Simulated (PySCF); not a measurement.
HCl3HfO, charge +1, quartet, geometry from GFN2-xTB of the parent state (such geometries of metal compounds can be far from the true shape) (the multiplicity is a formal guess) (core potentials on Hf); PySCF with DF-B3LYP/def2-SV(P).

The PySCF input:
```python
from pyscf import gto, scf, dft

mol = gto.Mole()
mol.atom = '''
    Hf   -0.253917    0.023804   -0.007038
    Cl    2.053705   -0.284852   -0.145681
    Cl    0.784120    0.821689    1.986196
    Cl   -0.681395   -0.857582   -2.040981
    O    -1.963154    0.438220    0.503379
    H    -2.672031    0.233031   -0.112376
'''
mol.basis = 'def2-sv(p)'
mol.ecp = {'Hf': 'def2-sv(p)'}
mol.charge = 1
mol.spin = 3
mol.verbose = 4
mol.build()

mf = dft.UKS(mol)
mf.xc = 'b3lyp'
mf = mf.density_fit(auxbasis='def2-universal-jkfit')
mf.kernel()
```

Q: Predict the main parts of the log of this PySCF run.

A: 
```
PySCF version 2.14.0

[INPUT] verbose = 4
[INPUT] num. atoms = 6
[INPUT] num. electrons = 71
[INPUT] charge = 1
[INPUT] spin (= nelec alpha-beta = 2S) = 3
[INPUT] symmetry False subgroup None
[INPUT] Mole.unit = angstrom
[INPUT] Symbol           X                Y                Z      unit          X                Y                Z       unit  Magmom
[INPUT]  1 Hf    -0.253917000000   0.023804000000  -0.007038000000 AA   -0.479833588371   0.044983040669  -0.013299892465 Bohr   0.0
[INPUT]  2 Cl     2.053705000000  -0.284852000000  -0.145681000000 AA    3.880939990650  -0.538292266035  -0.275297191553 Bohr   0.0
[INPUT]  3 Cl     0.784120000000   0.821689000000   1.986196000000 AA    1.481772048794   1.552767169568   3.753366469707 Bohr   0.0
[INPUT]  4 Cl    -0.681395000000  -0.857582000000  -2.040981000000 AA   -1.287649932648  -1.620595109357  -3.856895115441 Bohr   0.0
[INPUT]  5 O     -1.963154000000   0.438220000000   0.503379000000 AA   -3.709823400344   0.828115782307   0.951248446857 Bohr   0.0
[INPUT]  6 H     -2.672031000000   0.233031000000  -0.112376000000 AA   -5.049406786348   0.440364768534  -0.212359862974 Bohr   0.0

nuclear repulsion = 379.342695939158
number of shells = 43
number of NR pGTOs = 186
number of NR cGTOs = 95
basis = def2-sv(p)
ecp = {'Hf': 'def2-sv(p)'}

******** <class 'pyscf.df.df_jk.DFUKS'> ********
method = DFUKS
initial guess = minao
damping factor = 0
level_shift factor = 0
DIIS = <class 'pyscf.scf.diis.CDIIS'>
diis_start_cycle = 1
diis_space = 8
diis_damp = 0
SCF conv_tol = 1e-09
SCF conv_tol_grad = None
SCF max_cycles = 50
direct_scf = False
number electrons alpha = 37  beta = 34
XC library pyscf.dft.libxc version 7.1.2
    S. Lehtola, C. Steigemann, M. J. T. Oliveira, and M. A. L. Marques,  SoftwareX 7, 1–5 (2018)
XC functionals = b3lyp
    P. J. Stephens, F. J. Devlin, C. F. Chabalowski, and M. J. Frisch,  J. Phys. Chem. 98, 11623 (1994)
radial grids:
    Treutler-Ahlrichs [JCP 102, 346 (1995); DOI:10.1063/1.469408] (M4) radial grids

becke partition: Becke, JCP 88, 2547 (1988); DOI:10.1063/1.454033
pruning grids: <function nwchem_prune>
grids dens level: 3
symmetrized grids: False
atomic radii adjust function: <function treutler_atomic_radii_adjust>
small_rho_cutoff = 0
Set gradient conv threshold to 3.16228e-05
tot grids = 104328
******** <class 'pyscf.df.df.DF'> ********
auxbasis = def2-universal-jkfit
init E= -1491.83056921613

cycle= 1 E= -1503.33720174592  delta_E= -11.5  |g|= 0.806  |ddm|= 5.43

cycle= 2 E= -1501.12457847547  delta_E= 2.21  |g|= 1.97  |ddm|= 2.65

cycle= 3 E= -1503.48604681811  delta_E= -2.36  |g|= 0.575  |ddm|= 2.16

cycle= 4 E= -1503.53851335508  delta_E= -0.0525  |g|= 0.408  |ddm|= 1.05

cycle= 5 E= -1503.60162985119  delta_E= -0.0631  |g|= 0.323  |ddm|= 0.948

cycle= 6 E= -1503.68064115668  delta_E= -0.079  |g|= 0.0489  |ddm|= 0.449

cycle= 7 E= -1503.68179355779  delta_E= -0.00115  |g|= 0.0324  |ddm|= 0.0702

cycle= 8 E= -1503.68206709538  delta_E= -0.000274  |g|= 0.0258  |ddm|= 0.0597

cycle= 9 E= -1503.68244583808  delta_E= -0.000379  |g|= 0.0117  |ddm|= 0.0392

cycle= 10 E= -1503.68258558269  delta_E= -0.00014  |g|= 0.00595  |ddm|= 0.033

cycle= 11 E= -1503.68262448369  delta_E= -3.89e-05  |g|= 0.0012  |ddm|= 0.0158

cycle= 12 E= -1503.68263218301  delta_E= -7.7e-06  |g|= 0.000612  |ddm|= 0.00809

cycle= 13 E= -1503.68263527714  delta_E= -3.09e-06  |g|= 0.00038  |ddm|= 0.00651

cycle= 14 E= -1503.6826360058  delta_E= -7.29e-07  |g|= 0.000271  |ddm|= 0.00379

cycle= 15 E= -1503.68263609324  delta_E= -8.74e-08  |g|= 0.00013  |ddm|= 0.000868

cycle= 16 E= -1503.6826361176  delta_E= -2.44e-08  |g|= 0.00013  |ddm|= 0.000717

cycle= 17 E= -1503.68263612901  delta_E= -1.14e-08  |g|= 4.7e-05  |ddm|= 0.000182

cycle= 18 E= -1503.6826361307  delta_E= -1.69e-09  |g|= 3.19e-05  |ddm|= 0.000107

cycle= 19 E= -1503.68263613361  delta_E= -2.9e-09  |g|= 1.31e-05  |ddm|= 0.000204

cycle= 20 E= -1503.6826361349  delta_E= -1.29e-09  |g|= 1.46e-05  |ddm|= 9.18e-05

cycle= 21 E= -1503.68263613345  delta_E= 1.45e-09  |g|= 1.66e-05  |ddm|= 9.61e-05

cycle= 22 E= -1503.68263612962  delta_E= 3.83e-09  |g|= 7.34e-06  |ddm|= 0.000476

cycle= 23 E= -1503.68263612941  delta_E= 2.14e-10  |g|= 6.34e-06  |ddm|= 0.000129

Extra cycle  E= -1503.68263612905  delta_E= 3.6e-10  |g|= 2.37e-05  |ddm|= 4.22e-05
converged SCF energy = -1503.68263612905  <S^2> = 3.7579025  2S+1 = 4.0039493
```
